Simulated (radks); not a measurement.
Q: All-electron calculation, scalar-relativistic Kohn-Sham, BLYP, spin-unpolarised, spherical densities, finite nucleus; Fermi nuclear charge, rms radius of each element as measured or else 0.836 A^(1/3) + 0.57 fm. Program: a radial shooting solver on a logarithmic mesh with Libxc functionals. Each species is in its NIST ground configuration. Rank Hg3+, Cd3+, Zn3+ by radius at which the density is 0.001 e/bohr^3 (bohr), largest first.

A: Hg3+ 3.26, Cd3+ 3.04, Zn3+ 2.63.
